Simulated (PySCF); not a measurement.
Relaxation of doublet RuO₂⁺

Level of theory: UPBE0/[Ru def2-TZVP with ECP28, O def2-TZVP], scalar-relativistic core potentials, density fitting, no spin–orbit coupling, PySCF. A (50,194) grid was used.

A start displaced from a saddle point along its imaginary mode, of C2v symmetry, held to at least that symmetry:

```xyz
3
charge 1 multiplicity 2, angstrom
Ru    0.0150   -0.0346    0.0000
O    -0.0476    0.1101    1.6595
O    -0.0476    0.1101   -1.6595
```

Optimiser trace:
| step | E − E(last) (kJ/mol) | largest gradient (Eh/bohr) |
| --- | --- | --- |
| 0 | 61.28 | 0.01675 |
| 1 | 46.90 | 0.02760 |
| 2 | 27.47 | 0.02736 |
| 3 | 13.17 | 0.03730 |
| 4 | 2.50 | 0.02242 |
| 5 | 0.11 | 0.00467 |
| 6 | 0.00 | 0.00029 |
| 7 | 0.00 | 0.00000 |

It ends at C2v with Ru–O 1.629 Å (×2); O–Ru–O 132.9°. A frequency run shows a minimum. Other isomers or separated fragments may lie lower.

With open d or f shells other occupations or spin states may lie lower.

The relaxation took about 3 core-minutes on a shared host.
